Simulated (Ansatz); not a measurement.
Stretching the Ge1–H2 bond in CH4Ge (SMILES [CH3][GeH]) (multiplicity 1 held, fragments rigid). Energies count from the point at 1.605 Å.
Geometry at that point (charge 0, multiplicity 1):
| atom | x (Å) | y (Å) | z (Å) |
|---|---|---|---|
| Ge | -0.2642 | -0.2022 | 0.3135 |
| H | -1.2833 | -0.5777 | -0.8688 |
| C | 1.0068 | 0.7263 | -0.9321 |
| H | 1.8767 | 1.1303 | -0.4165 |
| H | 0.4830 | 1.5360 | -1.4499 |
| H | 1.3361 | 0.0253 | -1.7055 |

R- and RO- levels are restricted; in cc, def2 and unpolarised 6-31G sets they are followed outwards from rest. Unrestricted levels (U-) break spin symmetry where that is lower. Active spaces are followed from a long bond inwards. Levels need not reach the same state.

Correlated levels freeze the cores. Filled d and f shells under p-block atoms count as core.

Programs: Ansatz (Gaussian orbitals). Each number belongs to the level named beside it.

Energies in kcal/mol.

```
R (Å)  U-MP2/cc-pVDZ  U-SCS-MP2/cc-pVDZ  R-CCSD(T)/cc-pVDZ  U-CCSD(T)/cc-pVDZ  SC-NEVPT2 on CASSCF(2,2)/cc-pVDZ  FIC-MRCISD+Q on CASSCF(2,2)/cc-pVDZ
-----  -------------  -----------------  -----------------  -----------------  --------------------------------  -----------------------------------
1.284           25.8               26.1               26.0               26.1                              26.9                                 26.0
1.445            4.8                5.0                5.0                5.0                               5.5                                  5.0
1.605            0.0                0.0                0.0                0.0                               0.0                                  0.0
1.766            3.4                3.2                3.2                3.1                               2.7                                  3.1
1.927           10.8               10.4               10.2               10.1                               9.2                                 10.1
2.167           24.8               24.1               23.1               23.0                              21.3                                 22.9
2.408           43.3               43.8               35.7               36.0                              33.2                                 35.3
2.810           56.7               58.0               51.8               53.6                              48.8                                 51.5
3.211           61.1               62.8               60.6               64.0                              58.1                                 61.2
3.693           62.9               64.6               62.7               68.1                              63.3                                 66.6
4.335           63.5               65.2               58.1               69.1                              65.4                                 68.7
5.138           63.7               65.4               52.5               69.3                              65.9                                 69.3
```

Doubts at one or more of the structures used: a spin-contaminated determinant (U-MP2/cc-pVDZ, U-SCS-MP2/cc-pVDZ, U-CCSD(T)/cc-pVDZ); a restricted determinant that unrestricted orbitals would lower (R-CCSD(T)/cc-pVDZ); other coupled-cluster roots lie near (R-CCSD(T)/cc-pVDZ); T1 above 0.05 (R-CCSD(T)/cc-pVDZ, U-CCSD(T)/cc-pVDZ).

Ansatz is a first-principles code.
